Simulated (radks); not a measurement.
Er65+, 3 electrons, occupied as [He] 2s1 (the NIST ground configuration). All-electron calculation, Dirac Kohn-Sham, PBE, spin-unpolarised, spherical densities, point nucleus. Program: a radial shooting solver on a logarithmic mesh with Libxc functionals. Some entries of the table are withheld. Estimate them.

orbital,occ.,eigenvalue (hartree),r(max) (bohr),<r^2> (bohr^2)
1s1/2,2,(1),0.01283,0.0005617
2s1/2,1,-593.9907,0.07103,0.007886
2p1/2,0,-588.1444,(2),0.005538
2p3/2,0,-549.3202,(3),0.006544
3s1/2,0,-256.6389,0.1827,0.04093

Answer. 
(1) 1s1/2 eigenvalue (hartree): -2395.591
(2) 2p1/2 r(max) (bohr): 0.05270
(3) 2p3/2 r(max) (bohr): 0.05849
